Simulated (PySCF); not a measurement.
This singlet lies 0.24 eV above the relaxed triplet at the level B3LYP-D3(BJ)/def2-TZVP (PySCF); other levels give the other order.

B3LYP has the VWN-RPA correlation part, as in Gaussian. 

```xyz
8

C      1.0269     0.1108     0.1236
N     -0.1189    -0.3318    -0.5496
C     -1.3937    -0.1897    -0.1304
O     -1.5167     0.9186    -0.6293
H      1.5109    -0.8835     0.3124
H      1.7184     0.5971    -0.5705
H      0.8659     0.6342     1.0650
H     -2.0926    -0.8558     0.3789
```

Charge 1, multiplicity 1.

Give the Mulliken and meta-Löwdin atomic charges from B3LYP-D3(BJ)/def2-TZVP in PySCF 2.14.0.


| atom | Mulliken (e) | meta-Löwdin (e) |
|---|---|---|
| C1 | -0.22 | -0.20 |
| N2 | 0.02 | 0.10 |
| C3 | 0.34 | 0.42 |
| O4 | -0.06 | -0.14 |
| H5 | 0.25 | 0.24 |
| H6 | 0.24 | 0.21 |
| H7 | 0.20 | 0.17 |
| H8 | 0.24 | 0.20 |
